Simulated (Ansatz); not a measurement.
A search over several starts for the lowest SCF solution of B(OMe2)H3 (C₂H₉BO) at the given spin, in a small basis.

```yaml
crystal:
  periodic: [false, false, false]
  atoms:
    - {symbol: B, position_ang: [0.191075, -0.333756, -1.494938]}
    - {symbol: O, position_ang: [0.200442, -0.338852, 0.157168]}
    - {symbol: C, position_ang: [-1.105940, -0.481892, 0.739303]}
    - {symbol: C, position_ang: [0.960655, 0.737809, 0.730634]}
    - {symbol: H, position_ang: [-1.560176, -1.372553, 0.272903]}
    - {symbol: H, position_ang: [-1.725995, 0.413226, 0.518341]}
    - {symbol: H, position_ang: [-0.999826, -0.623474, 1.833398]}
    - {symbol: H, position_ang: [0.473906, 1.712235, 0.511345]}
    - {symbol: H, position_ang: [1.042510, 0.579099, 1.824465]}
    - {symbol: H, position_ang: [1.956064, 0.704914, 0.256047]}
    - {symbol: H, position_ang: [1.383456, -0.325826, -1.782103]}
    - {symbol: H, position_ang: [-0.414962, 0.699567, -1.791201]}
    - {symbol: H, position_ang: [-0.401211, -1.370498, -1.775352]}
basis:
  gaussian: {orbitals: def2-SVP, initial_orbitals: start.molden}
hamiltonian: {xc: pbe0, dispersion: d4}
output: {orbitals: {seedname: orbitals}}
```

The file start.molden holds the orbitals of an earlier run on this structure, at another level or in another basis.

```sh
$ ansatz run in.yaml --threads 4 --pin off --events-out ev --progress --plain --max-ram 3916MiB
```

Shortened log:

```
Functional definition: PBE0
1135 factors; their error is unknown
mean field evaluation 1: about -4933.3556 eV, gradient 5.7e0 eV
mean field evaluation 2: about -4933.4173 eV, gradient 6.6e-2 eV
mean field evaluation 4: about -4933.4056 eV, gradient 7.6e-5 eV
mean field evaluation 8: about -4933.3832 eV, gradient 4.0e0 eV
mean field evaluation 16: about -4933.4056 eV, gradient 3.4e-3 eV
mean field -4933.40558314 eV, -181.2993111979 hartree, gradient 8.7e-5 eV, S^2 0.000000; 1 other end points of the search recorded, 0 dependent functions left out
reference -4933.40561156 eV, -181.2993122423 hartree; 17, 17 occupied and 84, 84 virtual orbitals, 1135 factors
Total energy: -4933.57494335 eV, -181.3055350710 hartree
```

It took 2.1 s on 4 threads of Arm Neoverse V2 on a shared host.
